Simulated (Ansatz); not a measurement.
Cost and result for the atomization energy of C3H6AlBO (12 atoms, 14 bonds).

```xyz
12

O    -0.625   -1.856    0.425
C     0.195   -0.942    0.007
B     1.454   -0.480   -0.660
C     1.228    1.053   -0.317
C    -0.107    0.380   -0.431
Al   -1.707   -0.582    1.107
H     1.996   -0.974   -1.598
H     1.469    1.782   -1.088
H     1.478    1.409    0.678
H    -0.942    0.697   -1.058
H    -1.366   -0.147    2.580
H    -3.071   -0.340    0.354
```

Charge 0, multiplicity 1. The bonds changed during the relaxation, so this is another structure than the one it started from. The geometry is a stationary point of PBE0-D4/def2-TZVP. Program: Ansatz. All runs use 4 threads of an Arm Neoverse V2 on a shared host. Times are those of one run each, without the atoms' runs, and a repeat can differ threefold. Electronic energies, without spin–orbit coupling; frozen cores. CCSD(T)/CBS adds CCSD(T) − MP2 in def2-TZVPP to the MP2 limit, and its time is that of the two runs behind it. T1 = 0.014.

CCSD(T)/CBS is a level of theory with its own doubt, some kJ/mol a heavy atom from the limit and from the frozen cores, so smaller differences don't rank the functionals.

```csv
level,functions,wall time,atomization (kJ/mol),difference from CCSD(T)/CBS,per bond
BLYP-D4/def2-TZVPP,281,2.6 s,4702.8,0.5,0.0
PBE-D4/def2-TZVPP (with forces),281,3 s,4854.3,152.0,10.9
PBE0-D4/def2-TZVPP,281,3.5 s,4763.1,60.8,4.3
BHLYP-D4/def2-TZVPP,281,3.8 s,4563.9,-138.4,-9.9
r2SCAN-D4/def2-TZVPP (with forces),281,6 s,4767.7,65.4,4.7
r2SCANh-D4/def2-TZVPP,281,6 s,4734.7,32.4,2.3
CCSD(T)/def2-SVP,118,7.5 s,4501.1,-201.2,-14.4
ωB97X-V/def2-TZVPP,281,9.5 s,4731.5,29.2,2.1
B97M-V/def2-TZVPP,281,11 s,4771.5,69.2,4.9
ωB97M-V/def2-TZVPP (with forces),281,14 s,4741.5,39.2,2.8
MP2/def2-QZVPP,535,31 s,4779.6,77.3,5.5
CCSD(T)/def2-TZVPP,281,3.8 min,4586.1,-116.2,-8.3
CCSD(T)/CBS(def2),–,4.4 min,4702.3,0.0,0.0
```

At CCSD(T), def2-SVP lies −201.2 kJ/mol from the extrapolated value and def2-TZVPP −116.2 kJ/mol: correlation converges slowly with the basis, and small sets miss more of it in the bonded molecule than in its fragments. From PBE to PBE0 (25 % exact exchange), in def2-TZVPP and without D4, the atomization energy moves by −87.1 kJ/mol: exact exchange takes away binding that semilocal exchange gives to molecules. In def2-TZVPP, CCSD(T) changes the Hartree–Fock value by +1144.1 kJ/mol (the triples alone add +85.5 kJ/mol) and MP2 by +1268.6 kJ/mol; breaking electron pairs costs correlation energy, which Hartree–Fock lacks.
